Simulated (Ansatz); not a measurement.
Worked example: InHF2 + C2H5Sn → InHF + C2H5FSn

Species: InHF2 `[F][InH][F]`, singlet; C2H5Sn `C=[CH][SnH2]`, doublet; InHF `[F][InH]`, doublet; C2H5FSn `C=[CH][SnH2][F]`, singlet. A radical takes F: the energy is the difference in strength between the In–F bond broken and the Sn–F bond made.

Shapes, held fixed at every level: PBE0-D4/def2-TZVP. Flexible molecules stand in one conformer, not always the lowest. Programs: Ansatz 0.2.0. The zero-point and thermal change to 298 K, harmonic and unscaled (PBE0-D4/def2-TZVP), is -0.1 kJ/mol.

At CCSD(T)/def2-TZVPP; 1 Eh = 2625.50 kJ/mol:

| species | energy (Eh) |
| --- | --- |
| InHF2 | -389.616348 |
| C2H5Sn | -292.647472 |
| InHF | -289.815136 |
| C2H5FSn | -392.458811 |

Task: Work out ΔH(298 K) of the reaction at this level.

Result: 
1. Products less reactants: (-289.815136) + (-392.458811) − [(-389.616348) + (-292.647472)] = -0.010127 Eh = -26.6 kJ/mol.
2. With the thermal change: -26.6 + (-0.1) = -26.7 kJ/mol.

Other levels give -35.5 (BHLYP-D4/def2-TZVPP) to -20.1 kJ/mol (CCSD/def2-SVP). No measured value is set beside it here. Spin contamination: C2H5Sn (⟨S²⟩ up to 0.83). Open shells run unrestricted. For atoms past krypton def2 sets carry core potentials with scalar relativity. Outer-core shells of In, Sn are correlated in most correlated rows, in sets that cover them unevenly.
